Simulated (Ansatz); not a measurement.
Gas-phase electronic energies from Ansatz, PBE0-D4/def2-TZVP geometries. CCSD(T)/CBS is the MP2 limit (def2-TZVPP, def2-QZVPP) plus CCSD(T) − MP2 in def2-TZVPP, frozen cores. This one scheme is used for every species. Functionals use def2-TZVPP. Triplets are unrestricted, without spin–orbit coupling. Each species was taken in one conformer, which may not be the lowest.

Consider the formal loss of a carbene: `CS[SiH](O)O` → `[CH2]` (triplet) + `O[SiH](O)S`.

Q: Is it downhill or uphill in electronic energy at CCSD(T)/CBS, and by how much? (Best estimate.)

A: Ansatz gave: Uphill: ΔE = +101.6 kcal/mol.

Q: What do these levels give: PBE-D4, HF/def2-TZVPP, MP2/def2-TZVPP, HF/def2-QZVPP, SCS-MP2/def2-QZVPP, MP2/CBS(def2)? (Best estimate.)

A: The calculation gave: PBE-D4 103.7, HF/def2-TZVPP 65.8, MP2/def2-TZVPP 101.8, HF/def2-QZVPP 65.9, SCS-MP2/def2-QZVPP 104.1, MP2/CBS(def2) 105.1 kcal/mol.

Largest T1 diagnostic among the species: 0.011.

In def2-TZVPP, CCSD(T) changes the Hartree–Fock value by +32.6 kcal/mol (the triples alone add +2.9 kcal/mol) and MP2 by +36.0 kcal/mol. From PBE to PBE0 (25 % exact exchange), in def2-TZVPP and without D4, ΔE moves by −2.2 kcal/mol.
